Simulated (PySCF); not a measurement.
**Radial density of Sc (scandium, neutral)**

UHF, [Ar] 3d2 4s1, high-spin 4F determinant (an excited configuration). Computed with PySCF 2.14 in dyall-av2z (16s12p7d2f, 101 functions), with no relativity, point nucleus.

| r (bohr) | 4πr²ρ (e/bohr) | 4πr²(ρα − ρβ) |
| --- | --- | --- |
| 0.00149 | 0.1614 | 0.0000 |
| 0.00250 | 0.4379 | 0.0001 |
| 0.00421 | 1.153 | 0.0002 |
| 0.00708 | 2.893 | 0.0006 |
| 0.0119 | 6.683 | 0.0013 |
| 0.0200 | 13.48 | 0.0024 |
| 0.0337 | 21.68 | 0.0030 |
| 0.0567 | 24.52 | -0.0002 |
| 0.0953 | 19.21 | -0.0094 |
| 0.160 | 21.10 | -0.0080 |
| 0.270 | 25.66 | 0.0503 |
| 0.454 | 10.98 | 0.2495 |
| 0.763 | 8.001 | 0.6577 |
| 1.28 | 6.902 | 0.8643 |
| 2.16 | 1.525 | 0.7295 |
| 3.63 | 0.4734 | 0.4639 |
| 6.11 | 0.1186 | 0.1186 |
| 10.3 | 0.003309 | 0.0033 |

Q: Where is the radial spin density 4πr²(ρα − ρβ) most negative, and why is it negative at all?

A: Around r = 0.0953 bohr, down to -0.0094 e/bohr: exchange with the open shell polarises the paired shells in an unrestricted calculation.
